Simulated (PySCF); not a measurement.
## Atomic charges against the basis set

Compound: C4H6Si.
Structure used (PBE0-D3(BJ)/def2-SVP), in Å, numbered top down from 1:
```
atom  x, y, z in Å
C1     2.0706   -1.3843    0.3434
C2     1.5622   -0.3062    0.1098
C3     0.9567    0.9527   -0.1624
C4    -0.3767    1.1385   -0.2425
Si5   -1.6382   -0.2336   -0.0085
H6     2.5175   -2.3394    0.5499
H7     1.6448    1.7952   -0.3092
H8    -0.7249    2.1555   -0.4573
H9    -1.4428   -1.3142   -1.0221
H10   -1.5244   -0.8327    1.3558
H11   -3.0068    0.3426   -0.1724
```

PBE0 throughout (PySCF), one geometry, spherical d and f functions. Isolated species at its PBE0-D3(BJ)/def2-SVP geometry, gas phase. The first 7 of 9 kinds of atom are listed.

Mulliken charges (e):

```
        basis  functions      C1      C2      C3      C4     Si5      H6      H7
       STO-3G         35  -0.134  -0.049  -0.099  -0.230  +0.548  +0.121  +0.095
        6-31G         61  -0.429  +0.016  -0.063  -0.447  +0.542  +0.289  +0.202
     pcSseg-0         61  -0.289  -0.140  -0.094  -0.721  +0.577  +0.286  +0.258
       6-31G*         86  -0.470  +0.249  -0.222  -0.347  +0.337  +0.248  +0.200
      cc-pVDZ        104  -0.395  +0.381  -0.082  -0.143  +0.253  +0.016  +0.052
     def2-SVP        104  -0.354  +0.250  -0.025  -0.255  +0.382  +0.055  +0.069
  aug-cc-pVDZ        173  +0.611  -0.186  +0.847  +0.230  -0.502  -0.587  -0.583
6-311+G(2d,p)        179  -0.695  +1.075  -0.621  -0.355  +0.355  +0.165  +0.134
    def2-TZVP        197  -0.100  -0.004  -0.266  -0.195  +0.159  +0.184  +0.138
      cc-pVTZ        238  -0.215  +0.046  -0.124  -0.235  +0.192  +0.154  +0.141
     IGLO-III        244  -0.144  -0.090  -0.038  -0.338  +0.743  +0.159  +0.118
```

IAO charges (e):

```tsv
basis	functions	C1	C2	C3	C4	Si5	H6	H7
STO-3G	35	-0.156	-0.052	-0.157	-0.362	+0.640	+0.162	+0.146
6-31G	61	-0.215	-0.034	-0.137	-0.376	+0.439	+0.206	+0.170
pcSseg-0	61	-0.201	-0.038	-0.135	-0.382	+0.429	+0.197	+0.167
6-31G*	86	-0.208	-0.035	-0.129	-0.402	+0.571	+0.202	+0.164
cc-pVDZ	104	-0.216	-0.033	-0.133	-0.400	+0.563	+0.205	+0.167
def2-SVP	104	-0.208	-0.033	-0.129	-0.399	+0.581	+0.199	+0.163
aug-cc-pVDZ	173	-0.226	-0.032	-0.136	-0.405	+0.564	+0.210	+0.172
6-311+G(2d,p)	179	-0.226	-0.031	-0.136	-0.414	+0.597	+0.210	+0.171
def2-TZVP	197	-0.225	-0.031	-0.133	-0.417	+0.606	+0.210	+0.171
cc-pVTZ	238	-0.225	-0.032	-0.134	-0.414	+0.591	+0.210	+0.171
IGLO-III	244	-0.227	-0.032	-0.136	-0.417	+0.605	+0.211	+0.172
```

Hirshfeld charges (e):

```tsv
basis	functions	C1	C2	C3	C4	Si5	H6	H7
STO-3G	35	-0.094	-0.061	-0.013	-0.095	+0.361	+0.079	+0.033
6-31G	61	-0.100	-0.040	-0.017	-0.123	+0.272	+0.103	+0.061
pcSseg-0	61	-0.095	-0.045	-0.020	-0.120	+0.295	+0.099	+0.057
6-31G*	86	-0.098	-0.040	-0.015	-0.121	+0.274	+0.104	+0.061
cc-pVDZ	104	-0.096	-0.040	-0.021	-0.120	+0.294	+0.100	+0.060
def2-SVP	104	-0.095	-0.038	-0.023	-0.121	+0.301	+0.099	+0.060
aug-cc-pVDZ	173	-0.094	-0.043	-0.032	-0.131	+0.303	+0.100	+0.065
6-311+G(2d,p)	179	-0.093	-0.046	-0.032	-0.129	+0.306	+0.100	+0.065
def2-TZVP	197	-0.095	-0.042	-0.029	-0.128	+0.299	+0.100	+0.064
cc-pVTZ	238	-0.096	-0.040	-0.027	-0.126	+0.296	+0.100	+0.064
IGLO-III	244	-0.096	-0.044	-0.032	-0.127	+0.299	+0.099	+0.064
```

ESP-fitted charges (e):

| basis | functions | C1 | C2 | C3 | C4 | Si5 | H6 | H7 |
| --- | --- | --- | --- | --- | --- | --- | --- | --- |
| STO-3G | 35 | -0.322 | +0.089 | -0.192 | -0.084 | +0.301 | +0.217 | +0.117 |
| 6-31G | 61 | -0.470 | +0.187 | -0.230 | -0.228 | +0.340 | +0.313 | +0.178 |
| pcSseg-0 | 61 | -0.443 | +0.118 | -0.155 | -0.335 | +0.409 | +0.316 | +0.174 |
| 6-31G* | 86 | -0.476 | +0.189 | -0.243 | -0.172 | +0.261 | +0.321 | +0.177 |
| cc-pVDZ | 104 | -0.465 | +0.170 | -0.243 | -0.134 | +0.210 | +0.316 | +0.174 |
| def2-SVP | 104 | -0.455 | +0.158 | -0.217 | -0.167 | +0.263 | +0.311 | +0.168 |
| aug-cc-pVDZ | 173 | -0.524 | +0.233 | -0.297 | -0.121 | +0.233 | +0.335 | +0.187 |
| 6-311+G(2d,p) | 179 | -0.530 | +0.228 | -0.286 | -0.139 | +0.229 | +0.341 | +0.188 |
| def2-TZVP | 197 | -0.526 | +0.227 | -0.281 | -0.130 | +0.228 | +0.339 | +0.184 |
| cc-pVTZ | 238 | -0.512 | +0.211 | -0.268 | -0.134 | +0.241 | +0.334 | +0.181 |
| IGLO-III | 244 | -0.521 | +0.222 | -0.278 | -0.132 | +0.234 | +0.336 | +0.183 |

**Question.** Which scheme is steadiest as the basis changes?

**Answer.** Largest range over the bases for any column: Hirshfeld 0.09 e, IAO 0.21 e, ESP-fitted 0.25 e, Mulliken 1.47 e. Hirshfeld charges move least and Mulliken charges most, counted in e. Without the minimal STO-3G basis the ranges are Hirshfeld 0.03, IAO 0.18, ESP-fitted 0.21, Mulliken 1.47 e.

**Question.** How much do the charges still move between the two largest bases, cc-pVTZ and IGLO-III?

**Answer.** At most, over all atoms: Mulliken 0.551 e, IAO 0.014 e, Hirshfeld 0.005 e, ESP-fitted 0.011 e.

**Question.** What do the same runs give for the total energy, the frontier levels and the dipole moment?

**Answer.** 
```tsv
basis	energy (Eh)	HOMO (eV)	LUMO (eV)	μ (D)
STO-3G	-439.8716	-5.06	2.05	0.40
6-31G	-445.0186	-7.04	-1.04	0.58
pcSseg-0	-444.4222	-7.37	-1.33	0.41
6-31G*	-445.0807	-7.02	-1.16	0.67
cc-pVDZ	-445.1109	-7.16	-1.33	0.56
def2-SVP	-444.9018	-7.25	-1.41	0.56
aug-cc-pVDZ	-445.1183	-7.28	-1.53	0.54
6-311+G(2d,p)	-445.1567	-7.30	-1.56	0.55
def2-TZVP	-445.1703	-7.30	-1.53	0.59
cc-pVTZ	-445.1689	-7.28	-1.48	0.59
IGLO-III	-445.1736	-7.30	-1.55	0.56
```

The dipole is fixed by the density alone, so its range of 0.27 D shows that the density itself changes with the basis, not only its division among atoms.
